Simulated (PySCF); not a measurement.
Run times: scandium in aug-cc-pV5Z

Measured wall times of calculations with PySCF 2.14 in aug-cc-pV5Z (10s9p7d5f4g3h2i, 202 functions), with the non-relativistic Hamiltonian (point nucleus), run from one Python driver. Hardware: 1 thread of Neoverse-V1 on a shared host, 3 GiB allowed. The two-electron integrals over 202 functions were computed once and kept in memory (38 CPU seconds with the set-up); the times below exclude them. Kohn-Sham runs start from converged Hartree-Fock orbitals.

Launch command (the driver calls PySCF for each step listed in the task file):

```bash
OMP_NUM_THREADS=1 python atomrun2.py TASK.json OUT
```

```tsv
species	step	iterations	wall time (s)
Sc [Ar] 3d1 4s2	UHF with spin-orbit constants	10	44
Sc [Ar] 3d1 4s2	LDA	11	11
Sc [Ar] 3d1 4s2	PBE	10	12
Sc [Ar] 3d1 4s2	PBE0	12	40
Sc [Ar] 3d1 4s2	r2SCAN	11	39
Sc [Ar] 3d1 4s2	MP2 (3 electrons)		7.8
Sc⁺ [Ar] 3d1 4s1	UHF with spin-orbit constants	9	38
Sc⁺ [Ar] 3d1 4s1	LDA	6	6.5
Sc⁺ [Ar] 3d1 4s1	PBE	6	7.8
Sc⁺ [Ar] 3d1 4s1	PBE0	8	28
Sc⁺ [Ar] 3d1 4s1	r2SCAN	21	71
Sc⁺ [Ar] 3d1 4s1	MP2 (2 electrons)		2.6
```

Peak memory of the process: 2.6 GiB. Times on a shared host vary from run to run.
